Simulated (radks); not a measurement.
Valence configurations of the iron ion Fe3+ (all share [Ar]). All-electron calculation, scalar-relativistic Kohn-Sham, SCAN, spin-polarised, spherical densities, finite nucleus; open shells are filled with parallel spins first; meta-GGA in the generalised Kohn-Sham scheme; Fermi nuclear charge, rms radius 3.7377 fm. Program: a radial shooting solver on a logarithmic mesh with Libxc functionals. Energies are relative to 3d5; eigenvalues in eV for spin up.

| valence | E (eV) | moment (Bohr magnetons) | e(3d) | e(4p) | e(4s) |
|---|---|---|---|---|---|
| 3d5 | 0.000 | 5 | -45.674 | - | - |
| 3d4.5 4s0.5 | 7.613 | 5 | -49.400 | - | -33.414 |
| 3d4.5 4p0.5 | 11.444 | 5 | -49.948 | -25.913 | - |
| 3d4 4p1 | 24.064 | 5 | -54.252 | -27.789 | - |
| 3d3.5 4s1 4p0.5 | 29.697 | 5 | -57.570 | -28.848 | -37.274 |
| 3d3.5 4s0.5 4p1 | 33.859 | 5 | -58.113 | -29.090 | -37.332 |
| 3d3 4p2 | 53.353 | 5 | -63.070 | -30.826 | - |

NIST lists [Ar] 3d5 as the ground configuration; this level of theory agrees among the configurations tried. The energies are those of spherical high-spin densities, not of single terms. No valid solution was reached for [Ar] 3d3.5 4s1.5; [Ar] 3d3 4s2; [Ar] 3d4 4s1.
